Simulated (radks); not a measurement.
Effect of the nuclear size on neutral lutetium, [Xe] 4f14 5d1 6s2. Calculated with a radial shooting solver on a logarithmic mesh with Libxc functionals: Dirac Kohn-Sham, exchange-only LDA, spin-unpolarised, spherical densities, finite nucleus; open shells fill j = l - 1/2 first; Fermi nuclear charge, rms radius 5.37 fm. The rms radius is varied about that value; shifts are against it.

\begin{tabular}{lrrrrrrrr}
rms radius (fm) & total energy shift (eV) & density at nucleus (e/bohr^3) & 1s1/2 shift (meV) & 2s1/2 shift (meV) & 5p1/2 shift (meV) & 6s1/2 shift (meV) & 5d3/2 shift (meV) & 6p1/2 (empty) shift (meV) \\ \hline
4.6988 & -10.4 & 1.155e+06 & -4240 & -581 & 0.355 & -0.258 & 0.251 & 0.093 \\
4.8813 & -7.67 & 1.141e+06 & -3130 & -429 & 0.261 & -0.190 & 0.185 & 0.069 \\
5.37 & 0 & 1.107e+06 & 0.000 & 0.000 & 0.000 & 0.000 & 0.000 & 0.000 \\
5.762 & 6.51 & 1.082e+06 & 2650 & 364 & -0.222 & 0.161 & -0.157 & -0.058 \\
6.3151 & 16.2 & 1.051e+06 & 6610 & 906 & -0.552 & 0.401 & -0.391 & -0.145 \\
\end{tabular}

Slopes of the eigenvalues against <r^2> in GHz/fm^2, as finite differences over the two radii next to the reference (eigenvalue slopes, not the field-shift constants of lines): 1s1/2 149000, 2s1/2 20400, 5p1/2 -12.5, 6s1/2 9.05, 5d3/2 -8.82, 6p1/2 (empty) -3.27.
